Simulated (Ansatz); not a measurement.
Mulliken charges of C2H5BFN (`B/C=C(/N)F`) from r2SCAN/def2-TZVPP in Ansatz (PBE0-D4/def2-TZVP geometry).

```
atom   x (Å)   y (Å)   z (Å)  charge (e)
  B1  -1.659   0.269   0.897      -0.051
  C2  -0.543  -0.409   0.162      -0.334
  C3   0.603   0.217  -0.205       0.446
  N4   1.665  -0.304  -0.840      -0.294
  F5   0.813   1.498   0.062      -0.175
  H6  -1.584   1.425   1.202      -0.012
  H7  -2.646  -0.346   1.187      -0.022
  H8  -0.590  -1.457  -0.124       0.054
  H9   1.623  -1.244  -1.185       0.194
 H10   2.403   0.300  -1.153       0.194
```

**Question.** By hand: the dipole of these point charges (1 e Å = 4.8032 D).

**Answer.** Σ q r = (0.730, -0.224, -0.456) e Å, of length 0.889 e Å = 4.27 D.

**Question.** How does the dipole of the full density compare? (Estimate.)

**Answer.** Ansatz gave: (0.820, -0.324, -0.554) e Å, 5.00 D; the point charges give 0.85 times that, at 4° from its direction.

Point charges leave out the atoms' own dipoles, such as those of lone pairs, and Mulliken's split depends on the basis, so the close match here is no proof of good charges.
